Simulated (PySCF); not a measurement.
# Computed records: H$_{3}$NSi

All values are calculated (PySCF 2.14.0). Calculation on a computer-drawn molecule: vertical ionisation energy to the stated ion spin, frozen-core CCSD(T) at the basis limit and cheaper methods, single-reference cases, UHF for radicals, no spin-orbit; all values are single points at the evaluated structure, the first of each entry, which is the reference or a displaced copy of it and isn't optimised; the reference structure only sets the zero of the energies above reference; triples share is (T) over the correlation energy.

Common to all runs: charge 0; multiplicity 1; ion multiplicity 2; diffuse functions no; basis cc-pV(n+d)Z; reference is the Hartree-Fock double-zeta minimum; best is HF at quadruple zeta + MP2 correlation extrapolated from triple and quadruple zeta + CCSD(T) minus MP2 at triple zeta; basis step is the size of the change from the same recipe one zeta lower.

(1) 
```xyz
5
formula=H3NSi ionisation_energy_best=10.22 ionisation_energy_basis_step=0.06432 energy_above_reference_best=14.23 energy_above_reference_basis_step=0.2847 ionisation_energy_Koopmans_at_triple_zeta=10.93 ionisation_energy_EOM_CCSD_at_triple_zeta=10.04 total_energy_HF_triple_zeta=-345.0961 total_energy_CCSD(T)_triple_zeta=-345.4628 total_energy_best=-345.5120 T1_diagnostic_at_triple_zeta=0.01653 D1_diagnostic_at_triple_zeta=0.04301 ion_T1_diagnostic_at_triple_zeta=0.0282 ion_D1_diagnostic_at_triple_zeta=0.11 ion_spin_squared_at_triple_zeta=0.7734 triples_share_at_triple_zeta=0.04103 basis_functions_triple_zeta=111 dipole_magnitude_HF_at_triple_zeta=2.298 dipole_magnitude_CCSD_unrelaxed_at_triple_zeta=1.814 dipole_magnitude_PBE_at_triple_zeta=1.621 dipole_magnitude_r2SCAN_at_triple_zeta=1.728 dipole_magnitude_B3LYP_at_triple_zeta=1.805 dipole_magnitude_wB97X_at_triple_zeta=1.972
N     -0.4050     0.9177    -1.1900
Si    -0.5093    -0.0483    -0.0811
H     -0.7851     1.9560    -1.1801
H     -1.1752    -0.0178     1.2709
H      0.1655    -1.3399    -0.1662
```

Units: ionisation_energy_best, ionisation_energy_basis_step, ionisation_energy_Koopmans_at_triple_zeta, ionisation_energy_EOM_CCSD_at_triple_zeta in eV; energy_above_reference_best, energy_above_reference_basis_step in kcal/mol; total_energy_HF_triple_zeta, total_energy_CCSD(T)_triple_zeta, total_energy_best in hartree; dipole_magnitude_HF_at_triple_zeta, dipole_magnitude_CCSD_unrelaxed_at_triple_zeta, dipole_magnitude_PBE_at_triple_zeta, dipole_magnitude_r2SCAN_at_triple_zeta, dipole_magnitude_B3LYP_at_triple_zeta, dipole_magnitude_wB97X_at_triple_zeta in debye.

Reference structure:
```xyz
5
H3NSi
N     -0.4358     0.9878    -1.2132
Si    -0.5190    -0.0644    -0.0489
H     -0.8866     1.8841    -1.1846
H     -1.2298     0.0392     1.2433
H      0.1778    -1.3488    -0.1899
```

Drawn bonds:
```csv
atom,other atom,order
1,2,2
1,3,1
2,4,1
2,5,1
```

Triple zeta:
```csv
method,ionisation energy (eV),energy above reference (kcal/mol)
HF,8.483,13.03
PBE,9.954,13.76
r2SCAN,9.907,13.5
B3LYP,10.02,13.32
wB97X,9.98,12.77
MP2,10.28,14.4
CCSD,9.915,14
CCSD(T),10.04,14.45
```

(2) 
```xyz
5
formula=H3NSi ionisation_energy_best=10.17 ionisation_energy_basis_step=0.06809 energy_above_reference_best=29.97 energy_above_reference_basis_step=0.1658 ionisation_energy_Koopmans_at_triple_zeta=10.85 ionisation_energy_EOM_CCSD_at_triple_zeta=10.01 total_energy_HF_triple_zeta=-345.0657 total_energy_CCSD(T)_triple_zeta=-345.4381 total_energy_best=-345.4869 T1_diagnostic_at_triple_zeta=0.01814 D1_diagnostic_at_triple_zeta=0.04506 ion_T1_diagnostic_at_triple_zeta=0.03304 ion_D1_diagnostic_at_triple_zeta=0.1328 ion_spin_squared_at_triple_zeta=0.7735 triples_share_at_triple_zeta=0.04308 basis_functions_triple_zeta=111 dipole_magnitude_HF_at_triple_zeta=2.704 dipole_magnitude_CCSD_unrelaxed_at_triple_zeta=2.181 dipole_magnitude_PBE_at_triple_zeta=2.038 dipole_magnitude_r2SCAN_at_triple_zeta=2.149 dipole_magnitude_B3LYP_at_triple_zeta=2.22 dipole_magnitude_wB97X_at_triple_zeta=2.385
N     -0.4421     0.9561    -1.1936
Si    -0.5052    -0.0555    -0.0592
H     -0.8824     1.8655    -1.1782
H     -1.2709     0.0251     1.1979
H      0.4262    -1.7689    -0.2442
```

Units: ionisation_energy_best, ionisation_energy_basis_step, ionisation_energy_Koopmans_at_triple_zeta, ionisation_energy_EOM_CCSD_at_triple_zeta in eV; energy_above_reference_best, energy_above_reference_basis_step in kcal/mol; total_energy_HF_triple_zeta, total_energy_CCSD(T)_triple_zeta, total_energy_best in hartree; dipole_magnitude_HF_at_triple_zeta, dipole_magnitude_CCSD_unrelaxed_at_triple_zeta, dipole_magnitude_PBE_at_triple_zeta, dipole_magnitude_r2SCAN_at_triple_zeta, dipole_magnitude_B3LYP_at_triple_zeta, dipole_magnitude_wB97X_at_triple_zeta in debye.

Reference structure:
```xyz
5
H3NSi
N     -0.4358     0.9878    -1.2132
Si    -0.5190    -0.0644    -0.0489
H     -0.8866     1.8841    -1.1846
H     -1.2298     0.0392     1.2433
H      0.1778    -1.3488    -0.1899
```

Drawn bonds:
```csv
atom,other atom,order
1,2,2
1,3,1
2,4,1
2,5,1
```

Triple zeta:
```csv
method,ionisation energy (eV),energy above reference (kcal/mol)
HF,8.43,32.1
PBE,9.854,27.04
r2SCAN,9.842,28.77
B3LYP,9.948,29.15
wB97X,9.939,29.84
MP2,10.24,32.06
CCSD,9.862,30.13
CCSD(T),9.992,29.95
```
